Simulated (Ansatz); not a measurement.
`CC(C)CF` + `[AlH3]` → `CC(C)[CH2][AlH2]` + H–F  (formal exchange of groups at a C–F bond)

Calculated with Ansatz (gas phase, PBE0-D4/def2-TZVP geometries, no zero-point term in ΔE). CCSD(T)/CBS adds triple-zeta CCSD(T) − MP2 to the extrapolated MP2 energy (def2 sets, frozen cores). This one scheme is used for every species. Functionals use def2-TZVPP. B3LYP here is the variant with VWN-RPA as its local correlation; programs differ in this. One conformer a species, not always the lowest.

```
             level  ΔE (kJ/mol)
          B3LYP-D4        -58.2
            B2PLYP        -58.3
               PBE        -60.7
              PBE0        -62.2
  CCSD(T)/def2-SVP        -44.3
     HF/def2-TZVPP        -32.8
CCSD(T)/def2-TZVPP        -66.6
     MP2/CBS(def2)        -85.7
```

(1) What does CCSD(T)/CBS give? (Best estimate.)

Largest T1 diagnostic among the species: 0.009.

Answers

(1) Computed: -73.1 kJ/mol. The listed levels differ from it by 14.9, 14.8, 12.4, 10.9, 28.8, 40.3, 6.5, -12.6 kJ/mol.

At CCSD(T), def2-SVP lies +28.8 kJ/mol from the extrapolated value and def2-TZVPP +6.5 kJ/mol. The D4 term adds −9.0 kJ/mol with B3LYP and −5.1 kJ/mol with PBE0; it sums over pairs of atoms, weighted by their polarisabilities, and B3LYP, whose exchange is more repulsive, gets the larger term.
